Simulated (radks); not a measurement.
The numbers below are computed, except where a source is named.
Ionisation of the chlorine ion Cl+, [Ne] 3s2 3p4, to [Ne] 3s2 3p3 as the strength of local exchange is varied. Code: a radial shooting solver on a logarithmic mesh with Libxc functionals. Model: Dirac Kohn-Sham, Slater X-alpha exchange (alpha = 2/3 is LDA exchange), no correlation, spin-unpolarised, spherical densities, finite nucleus; open shells fill j = l - 1/2 first; Fermi nuclear charge, rms radius 3.3654 fm.

| alpha | E(Cl+) (hartree) | exchange (hartree) | IE (eV) | -e of the level emptied (eV) | <r> of it (bohr) |
|---|---|---|---|---|---|
| 0.619 | -456.54323 | -23.18318 | 23.326 | 17.410 (3p3/2) | 1.741 |
| 0.667 | -458.34386 | -25.06174 | 24.044 | 18.076 (3p3/2) | 1.723 |
| 0.692 | -459.28400 | -26.04476 | 24.422 | 18.427 (3p3/2) | 1.714 |
| 0.732 | -460.79149 | -27.62412 | 25.034 | 18.996 (3p3/2) | 1.700 |
| 0.944 | -468.84858 | -36.12901 | 28.397 | 22.143 (3p3/2) | 1.630 |

NIST Atomic Spectra Database: 23.814 eV (measured). The Delta-SCF value meets it near alpha = 0.65. Spin polarisation and multiplet splitting are left out, so open shells lie too high by an amount that depends on their filling.

Beside tabulated values, note that spin-unpolarised runs miss the spin-polarisation part of the exchange energy of open shells.
